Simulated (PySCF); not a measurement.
Molfile (atoms numbered from 1):
```
C4H9O4P
     RDKit          3D

 18 18  0  0  0  0  0  0  0  0999 V2000
    2.7995   -0.8204   -0.0811 C   0  0  0  0  0  0  0  0  0  0  0  0
    2.1327    0.4954   -0.3994 C   0  0  0  0  0  0  0  0  0  0  0  0
    0.7239    0.3284   -0.6021 O   0  0  0  0  0  0  0  0  0  0  0  0
   -0.2831    0.3152    0.6416 P   0  0  0  0  0  5  0  0  0  0  0  0
    0.3601    0.4708    1.9551 O   0  0  0  0  0  0  0  0  0  0  0  0
   -1.1887   -1.0006    0.3537 O   0  0  0  0  0  0  0  0  0  0  0  0
   -2.5382   -0.6613    0.0784 C   0  0  0  0  0  0  0  0  0  0  0  0
   -2.4972    0.7761   -0.4398 C   0  0  0  0  0  0  0  0  0  0  0  0
   -1.4359    1.3947    0.2676 O   0  0  0  0  0  0  0  0  0  0  0  0
    2.5852   -1.5658   -0.8611 H   0  0  0  0  0  0  0  0  0  0  0  0
    2.4417   -1.2038    0.8859 H   0  0  0  0  0  0  0  0  0  0  0  0
    3.8900   -0.6881   -0.0149 H   0  0  0  0  0  0  0  0  0  0  0  0
    2.5090    0.9238   -1.3396 H   0  0  0  0  0  0  0  0  0  0  0  0
    2.3007    1.2242    0.4086 H   0  0  0  0  0  0  0  0  0  0  0  0
   -3.1330   -0.7397    1.0041 H   0  0  0  0  0  0  0  0  0  0  0  0
   -2.9397   -1.3649   -0.6642 H   0  0  0  0  0  0  0  0  0  0  0  0
   -3.4264    1.3268   -0.2390 H   0  0  0  0  0  0  0  0  0  0  0  0
   -2.2876    0.8066   -1.5231 H   0  0  0  0  0  0  0  0  0  0  0  0
  1  2  1  0
  2  3  1  0
  3  4  1  0
  4  5  2  0
  4  6  1  0
  6  7  1  0
  7  8  1  0
  8  9  1  0
  9  4  1  0
  1 10  1  0
  1 11  1  0
  1 12  1  0
  2 13  1  0
  2 14  1  0
  7 15  1  0
  7 16  1  0
  8 17  1  0
  8 18  1  0
M  END
```

Geometry: PBE0-D3(BJ)/def2-SVP; GIAO absolute shieldings from PySCF 2.14.0 with density-fitted response routines, gas phase, non-relativistic, averaged over equivalent atoms.

At PBE0/pcSseg-1 (205 basis functions, 34 s wall time on 1 thread of an Arm Neoverse V2, shared host):
| atoms | σ (ppm) |
| --- | --- |
| C7/C8 | 117.8 |
| C2 | 118.7 |
| C1 | 165.6 |
| O5 | 190.0 |
| O3 | 217.5 |
| O6/O9 | 238.5 |
| P4 | 295.7 |
| H13/H14 | 27.22 |
| H15/H17 | 27.23 |
| H16/H18 | 27.30 |
| H10/H11/H12 | 29.93 |

Predict the values at wB97X-D/pcSseg-1 on the same geometry.

Results:


```
      atoms  σ at wB97X-D/pcSseg-1  change
      C7/C8                  118.0    +0.2
         C2                  119.0    +0.3
         C1                  165.5    -0.1
         O5                  192.7    +2.7
         O3                  221.2    +3.7
      O6/O9                  241.8    +3.3
         P4                  293.0    -2.7
    H13/H14                  27.38   +0.16
    H15/H17                  27.37   +0.14
    H16/H18                  27.44   +0.14
H10/H11/H12                  30.04   +0.11
```

The largest change is at O3 (oxygen bonded to C, P). Cost: 205 basis functions, 34 s wall time on 1 thread of an Arm Neoverse V2, shared host. The order of the carbon signals is the same at both levels.
